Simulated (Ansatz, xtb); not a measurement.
# Relaxing a trial structure of FH5OPSi+

The starting geometry of this gas-phase singlet was built from a drawn formula by distance geometry and a force field; its bonds are those of `[OH2+][PH2+][SiH-]F`.

```xyz
9

F     1.6764    1.6911    1.5401
O    -1.1247    0.9076    1.4717
P    -0.4725    0.6845   -0.0708
Si    1.7443    0.9483    0.0932
H    -0.4941    1.5854    1.9345
H    -1.0944    0.0676    2.0001
H    -1.0513    1.6023   -0.9559
H    -0.8732   -0.6554   -0.5042
H     2.1690   -0.4249    0.4197
```

Question: Where would you expect an optimisation with r2SCAN-D4/def2-SVP to take it?

Answer: It loosens into FH3PSi + H2O, which stay close as a complex (formulas without charges). Contacts that open: O2–P3 (1.69 → 2.47 Å).

The energy falls by 2.82 eV over 28 steps:

| step | E − E(last) (eV) |
| --- | --- |
| 1 | 2.819 |
| 4 | 1.549 |
| 7 | 1.488 |
| 10 | 1.269 |
| 13 | 0.691 |
| 16 | 0.304 |
| 19 | 0.082 |
| 22 | 0.005 |
| 25 | 0.000 |
| 28 | 0.000 |

Final geometry (Å):

```xyz
9

F     2.8970    2.0450   -0.3625
O    -2.1201    0.6776    1.7244
P     0.1516    0.6745    0.7434
Si    2.0951    0.6702   -0.2883
H    -2.3833    1.4361    2.2692
H    -2.3990   -0.0963    2.2386
H    -0.3563    1.8361    0.1075
H    -0.4229   -0.3572   -0.0439
H     3.0173   -0.4793   -0.4599
```

From the same start GFN2-xTB ends elsewhere, in pieces: FHSi + H4OP.

No frequencies were run, so the end isn't proven a minimum. Run with Ansatz 0.2.0, 110 s on 1 thread of Intel(R) Xeon(R) Platinum 8259CL CPU @ 2.50GHz (Skylake/Cascade Lake), with other jobs on the host.
